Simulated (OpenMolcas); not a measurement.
## GeSiNH7 (SMILES [SiH3][NH][GeH3]): the dipole moment, rung by rung

GeSiNH7: 10 atoms, total charge 0, spin state singlet. SMILES: `[SiH3][NH][GeH3]`. The coordinates come from a PBE0-D4/def2-TZVP relaxation.

```xyz
10

Si   -1.1468    0.5222   -0.9456
N     0.4614    0.3191   -0.3757
Ge    1.0201   -0.6758    1.0662
H    -1.9237   -0.6685   -0.5129
H    -1.1602    0.6272   -2.4305
H    -1.8355    1.7358   -0.4161
H     1.1591    0.9529   -0.7365
H    -0.0189   -1.7874    1.2624
H     1.1199    0.1804    2.3456
H     2.4078   -1.2572    0.7459
```

Each level gives the dipole moment (D). The values are calculated.

```csv
level,kind,program,value (D),CPU time
HF/def2-SVP,Hartree–Fock,OpenMolcas,1.05,17 s
SVWN5/def2-SVP,LDA,OpenMolcas,1.03,45 s
BLYP/def2-SVP,GGA,OpenMolcas,1.02,65 s
revPBE/def2-SVP,GGA,OpenMolcas,1.03,58 s
M06-L/def2-SVP,meta-GGA,OpenMolcas,1.07,76 s
TPSS/def2-SVP,meta-GGA,OpenMolcas,1.03,83 s
r2SCAN/def2-SVP,meta-GGA,OpenMolcas,1.05,78 s
M06-2X/def2-SVP,hybrid meta-GGA,OpenMolcas,1.02,71 s
```

All-electron rows without a relativistic Hamiltonian named are non-relativistic. The values span 1.02 to 1.07 D. Magnitudes only. Times are those of the runs behind each value, whatever else they computed, on shared processors of several kinds: orders of magnitude only.
